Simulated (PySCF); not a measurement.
Species: C6H6O3.
Atom-mapped SMILES: `[CH3:1][O:2][C:3](=[O:4])[c:5]1[cH:6][cH:7][o:8][cH:9]1` (hydrogens: H10, H11, H12 on C1; H13 on C6; H14 on C7; H15 on C9)

The geometry is computed with GFN2-xTB (gas phase).

Task: What internal coordinates does the optimisation give?

Result: 
| bond | length (Å) |
| --- | --- |
| C1–O2 | 1.419 |
| O2–C3 | 1.342 |
| C3=O4 | 1.207 |
| C3–C5 | 1.466 |
| C5–C6 | 1.425 |
| C6–C7 | 1.357 |
| C7–O8 | 1.347 |
| O8–C9 | 1.331 |
| C5–C9 | 1.372 |
| C1–H10, C1–H11, C1–H12 | 1.090 |
| C6–H13 | 1.069 |
| C7–H14 | 1.072 |
| C9–H15 | 1.072 |

Bonds in one row agree within 0.01 Å and their mean is given. A selection of angles:
| angle | degrees |
| --- | --- |
| C1–O2–C3 | 115.7 |
| O2–C3–O4 | 123.5 |
| O2–C3–C5 | 111.7 |
| O4–C3–C5 | 124.8 |
| C3–C5–C6 | 128.5 |
| C3–C5–C9 | 126.0 |
| C6–C5–C9 | 105.6 |
| C5–C6–C7 | 105.6 |
| C6–C7–O8 | 110.8 |
| C7–O8–C9 | 107.4 |
| C5–C9–O8 | 110.6 |

Dihedral angles: C1–O2–C3–O4 0° (synperiplanar); O2–C3–C5–C6 0° (synperiplanar).

The 4 C–C bonds span 1.357 Å (C6–C7, aromatic) to 1.466 Å (C3–C5, drawn single), a spread of 0.109 Å. The 5-membered ring C5–C6–C7–O8–C9 has internal angles of 105.6° to 110.8°; it is planar, 0.00 Å rms from its mean plane, widest ring torsion 0°. The 5 C–O bonds span 1.207 Å (C3=O4, drawn double) to 1.419 Å (C1–O2, drawn single), a spread of 0.212 Å. The 9 heavy atoms lie in one plane (0.001 Å rms). Of the pairs four or more bonds apart, O4···H12 is among the closest relative to their van der Waals radii: 2.63 Å, 97 % of the sum of Bondi's values. O2 (ester single-bonded oxygen) is bent (angle 115.7°).

Point group: Cs (every atom within 0.08 Å of its image). Whether it is a minimum is left open (no frequencies). One conformer, not necessarily the lowest.
